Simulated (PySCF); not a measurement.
Input file for PySCF: R-HF/STO-3G on C5H12 (a complex), monomers drawn apart or pushed together.

```python
from pyscf import gto, scf, dft, mp
from pyscf.data.elements import chemcore

mol = gto.M(
    atom='''
    C     0.47675239   -0.54246415    0.48546450
    C    -0.53375043    0.59854196    0.54134435
    H     0.24210335   -1.24153954   -0.31987256
    H     0.48220180   -1.10433309    1.42064366
    H     1.48864873   -0.16966956    0.31235337
    H    -0.55737082    1.15637557   -0.39714148
    H    -0.29154465    1.30228638    1.33928342
    H    -1.54106553    0.22406547    0.73196965
    C    -1.27060609   -0.36175261    3.84464030
    C     0.04873161   -0.45804555    3.94362301
    C     1.00960588    0.67638474    3.78511093
    H    -1.75515904    0.58522104    3.63480604
    H    -1.91383736   -1.22366798    3.96658435
    H     0.48886766   -1.43000301    4.15172648
    H     1.69709101    0.49263422    2.95439322
    H     0.48961509    1.61646829    3.59695443
    H     1.62464716    0.79784286    4.68124992
    ''',
    basis='sto-3g',
    charge=0, spin=0, verbose=3, max_memory=1800)
mf = scf.RHF(mol)
mf.conv_tol = 1e-8
mf.max_cycle = 100
mf.kernel()
if not mf.converged:
    mf = mf.newton().run(mf.mo_coeff, mf.mo_occ)
```

The log:

```
converged SCF energy = -193.961638058936
```

The run converged.

Cost: roughly 0.3 core-seconds.
